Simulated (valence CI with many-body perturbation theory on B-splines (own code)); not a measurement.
Results of a calculation; reference values are marked as such.
# S¹⁰⁺: magnetic and hyperfine properties of the levels

Level of theory: configuration interaction combined with many-body perturbation theory (CI+MBPT): four valence electrons over a frozen Dirac-Fock core [He], radial functions for each j: 11 s, 11 p, 9 d, 7 f, 5 g, 2 h, 1 i, with the one-electron correlation potential Σ1 (screened to all orders), the two-electron term Σ2, the three-electron term Σ3, Breit, model QED; selected single and double excitations, second order for the rest, scaled by the run's own slope (own B-spline code, finite nucleus).

No measured levels were compared; by estimate levels of excited configurations hold to 0.05 to 0.15 % of their energy, terms of the ground configuration to about 0.5 %. Among the levels kept, up to 250 cm⁻¹ of a level comes from second order outside the variational space, and about a tenth of that is noise between levels of different J, which matters for small intervals.

A/g_I is the dipole constant over the nuclear g factor μ/I (μ in nuclear magnetons, uniformly magnetised nucleus), B/Q the quadrupole constant per barn. Both hold the static response of the core; the bare values leave it out. Large factors of s and p1/2 electrons are usually good to 5 to 10 %; those of open d and f shells near neutrality can be off by tens of per cent, and small factors of p3/2, d and f electrons come from cancelling terms and can be off by a factor of two or in sign, in half-filled shells by more. B is blank for J = 1/2, where it vanishes, and for nearly pure S terms. Energies count from the lowest level. Levels with J = 0 are left out.

Names give the largest LS component (configuration and term), which can be under half, so a name can repeat, a term be missing and a line seem to break the LS rules; names also repeat where a configuration has a term twice.

```
        Level  E (cm⁻¹)      g  A/g_I (MHz)  A/g_I bare  B/Q (MHz/b)  B/Q bare
  2s²2p² ³P_1      5202  1.500         -230         595         4890      4930
  2s²2p² ³P_2     12378  1.494         6750        7460        -9540     -9620
  2s²2p² ¹D_2     67262  1.005         9710        9720        19100     19300
  2s2p³ ⁵S°_2    186080  2.000        22500       23100                       
  2s2p³ ³D°_2    355100  1.170        14000       13800         3820      3850
  2s2p³ ³D°_3    355370  1.333        23600       23300        -95.6      -101
  2s2p³ ³D°_1    355390  0.506       -15200      -14600         1930      1940
  2s2p³ ³P°_1    417110  1.493        33300       32700        -2030     -2050
  2s2p³ ³P°_2    417540  1.495        26800       26300        -3750     -3770
  2s2p³ ¹D°_2    530470  1.000        10300       10300         -323      -311
  2s2p³ ³S°_1    535510  1.986       -24300      -20800                       
  2s2p³ ¹P°_1    592860  1.012         9320        9380          250       245
     2p⁴ ³P_2    811870  1.495         4290        5580         9090      9160
     2p⁴ ³P_1    820680  1.500        -1580        -197        -4630     -4670
     2p⁴ ¹D_2    868660  1.004        10400       10400       -18600    -18700
2s²2p3s ³P°_1   2320200  1.467        22800       22500        -4150     -4180
2s²2p3s ³P°_2   2330500  1.500        10400       10600        10200     10300
2s²2p3s ¹P°_1   2344900  1.032         5040        5500         9260      9330
 2s²2p3p ¹P_1   2408300  0.869        14600       14400        -3740     -3760
 2s²2p3p ³D_1   2418300  0.689         5380        5040         1920      1930
 2s²2p3p ³D_2   2420300  1.169         7580        7680         4820      4860
 2s²2p3p ³D_3   2429000  1.333         3770        4110        12800     12900
 2s²2p3p ³S_1   2435800  1.853        -1490        -573         -366      -369
 2s²2p3p ³P_1   2444300  1.587         5240        5840         3590      3620
 2s²2p3p ³P_2   2447400  1.488         6090        6520        -4690     -4720
 2s²2p3p ¹D_2   2475600  1.008         6150        6190        12300     12400
 2s2p²3s ⁵P_1   2514400  2.500        41300       40900        -1030     -1040
 2s2p²3s ⁵P_2   2519000  1.833        24200       24100        10400     10400
2s²2p3d ³F°_2   2523000  0.756         7820        7600         1860      1890
 2s2p²3s ⁵P_3   2525000  1.666        24200       24100       -10400    -10500
2s²2p3d ³F°_3   2529300  1.089         4420        4440         5310      5370
2s²2p3d ¹D°_2   2531900  0.941          228         112        -5600     -5640
```

Task: Take the isotope of mass number 33, with I = 3/2, μ = 0.64325 μN and Q = -0.0694 b. What is the hyperfine structure of 2s2p³ ³D°_3?

Result: From the table A = 10100 MHz, B = 6.63 MHz. Shifts from the centre of gravity in MHz: F = 3/2: -60600, F = 5/2: -35400, F = 7/2: -3.32, F = 9/2: 45500.
